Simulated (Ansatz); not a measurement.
Cost and result for the atomization energy of H7NO4Si2 (`O[SiH2]N[Si](O)(O)O`) (14 atoms, 13 bonds).

| atom | x (Å) | y (Å) | z (Å) |
| --- | --- | --- | --- |
| O1 | -1.9769 | 0.3851 | -1.6515 |
| Si2 | -1.7417 | -0.7474 | -0.4849 |
| N3 | -0.6438 | -0.2237 | 0.7480 |
| Si4 | 0.9786 | 0.2039 | 0.4756 |
| O5 | 2.1194 | -0.8667 | 0.9448 |
| O6 | 1.3872 | 1.5856 | 1.2556 |
| O7 | 1.0267 | 0.2981 | -1.1664 |
| H8 | -1.1683 | 0.6342 | -2.1082 |
| H9 | -1.2298 | -1.9974 | -1.1008 |
| H10 | -3.0573 | -0.9671 | 0.1600 |
| H11 | -1.0246 | -0.0922 | 1.6723 |
| H12 | 2.6796 | -0.5960 | 1.6733 |
| H13 | 0.7935 | 2.3313 | 1.1582 |
| H14 | 1.8575 | 0.0524 | -1.5761 |

Total charge 0; spin multiplicity 1. Geometry: relaxed with PBE0-D4/def2-TZVP. It is one conformer, not always the lowest. Program: Ansatz. All runs use 2 threads of an AMD EPYC 7R13 on a shared host and a share of an NVIDIA H100 80 GB. Times are those of one run each, without the atoms' runs, and a repeat can differ threefold. Electronic energies, without spin–orbit coupling; frozen cores. CCSD(T)/CBS adds CCSD(T) − MP2 in def2-TZVPP to the MP2 limit, and its time is that of the two runs behind it. T1 = 0.011. B3LYP takes the VWN-RPA correlation (the form of Gaussian; ORCA's B3LYP/G).

CCSD(T)/CBS is a level of theory with its own doubt, some kJ/mol a heavy atom from the limit and from the frozen cores, so smaller differences don't rank the functionals.

| level | functions | wall time |
| --- | --- | --- |
| PBE0-D4/def2-TZVPP | 337 | 1.5 s |
| B3LYP-D4/def2-TZVPP (with forces) | 337 | 1.9 s |
| PBE-D4/def2-TZVPP (with forces) | 337 | 2 s |
| B2PLYP/def2-TZVPP | 337 | 2 s |
| r2SCAN-D4/def2-TZVPP (with forces) | 337 | 2.2 s |
| ωB97X-V/def2-TZVPP | 337 | 2.2 s |
| ωB97M-V/def2-TZVPP (with forces) | 337 | 2.8 s |
| MP2/def2-QZVPP | 635 | 3.3 s |
| CCSD(T)/def2-TZVPP | 337 | 8.5 s |
| CCSD(T)/CBS(def2) | – | 12 s |

Q: What atomization energy does each give, and how far from CCSD(T)/CBS? (An estimate is asked.)

A: The calculation gave: 
```tsv
level	atomization (kJ/mol)	difference from CCSD(T)/CBS	per bond
PBE0-D4/def2-TZVPP	5446.4	-116.4	-9.0
B3LYP-D4/def2-TZVPP (with forces)	5498.0	-64.8	-5.0
PBE-D4/def2-TZVPP (with forces)	5571.0	8.2	0.6
B2PLYP/def2-TZVPP	5456.6	-106.2	-8.2
r2SCAN-D4/def2-TZVPP (with forces)	5516.6	-46.2	-3.6
ωB97X-V/def2-TZVPP	5540.3	-22.5	-1.7
ωB97M-V/def2-TZVPP (with forces)	5549.7	-13.1	-1.0
MP2/def2-QZVPP	5636.2	73.4	5.6
CCSD(T)/def2-TZVPP	5374.4	-188.4	-14.5
CCSD(T)/CBS(def2)	5562.8	0.0	0.0
```

The D4 term adds +57.8 kJ/mol with B3LYP and +30.6 kJ/mol with PBE0; it sums over pairs of atoms, weighted by their polarisabilities, and B3LYP, whose exchange is more repulsive, gets the larger term. From PBE to PBE0 (25 % exact exchange), in def2-TZVPP and without D4, the atomization energy moves by −119.3 kJ/mol: exact exchange takes away binding that semilocal exchange gives to molecules. In def2-TZVPP, CCSD(T) changes the Hartree–Fock value by +1513.2 kJ/mol (the triples alone add +86.0 kJ/mol) and MP2 by +1661.2 kJ/mol; breaking electron pairs costs correlation energy, which Hartree–Fock lacks.
